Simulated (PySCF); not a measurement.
Isomers of C6H9OP. Method: TDDFT CAM-B3LYP/def2-SVPD, vertical, gas phase, core orbitals frozen in the response in PySCF 2.14.0, density-fitted response routines. Geometries: GFN2-xTB; one conformer of each isolated species. Triplets are in the Tamm–Dancoff approximation.

A. `CC1=C[P@]1(=O)C1CC1`
B. `C=CC1=C(C)P1CO`
C. `CC1=C[PH](=O)C=C1C`

Lowest singlet levels (six at most, fewer where fewer were computed) with oscillator strengths:

1. 4.50 eV (f 0.143); 5.18 eV (f 0.001); 5.21 eV (f 0.012); 5.77 eV (f 0.118); 5.90 eV (f 0.036); 6.24 eV (f 0.040); T1 2.99 eV
2. 5.23 eV (f 0.005); 6.41 eV (f 0.006); 6.50 eV (f 0.000); 6.90 eV (f 0.047); 7.23 eV (f 0.079); 7.38 eV (f 0.070); T1 4.69 eV
3. 4.21 eV (f 0.016); 5.05 eV (f 0.001); 5.08 eV (f 0.019); 6.63 eV (f 0.071); 6.65 eV (f 0.001); 7.13 eV (f 0.000); T1 2.68 eV

Question: Match each spectrum to its molecule.

Answer: 1 = B, 2 = A, 3 = C.
- A: S1 at 5.23 eV, HOMO→LUMO (94%); Löwdin shares by element: HOMO carbon 33% or more, oxygen 32%, phosphorus 18% (atoms not listed hold the other 16%); LUMO carbon 73% or more, hydrogen 8% or more (atoms not listed hold the other 19%); HOMO -8.40 and LUMO 0.73 eV.
- B: S1 at 4.50 eV, HOMO→LUMO (92%); Löwdin shares by element: HOMO carbon 42% or more, phosphorus 30% (atoms not listed hold the other 29%); LUMO carbon 78% or more (atoms not listed hold the other 22%); HOMO -7.44 and LUMO -0.17 eV.
- C: S1 at 4.21 eV, HOMO→LUMO (96%); Löwdin shares by element: HOMO carbon 76% or more (atoms not listed hold the other 24%); LUMO carbon 68% or more (atoms not listed hold the other 32%); HOMO -8.33 and LUMO -0.82 eV; point group Cs, 1 of its 6 listed states under f = 0.0005.
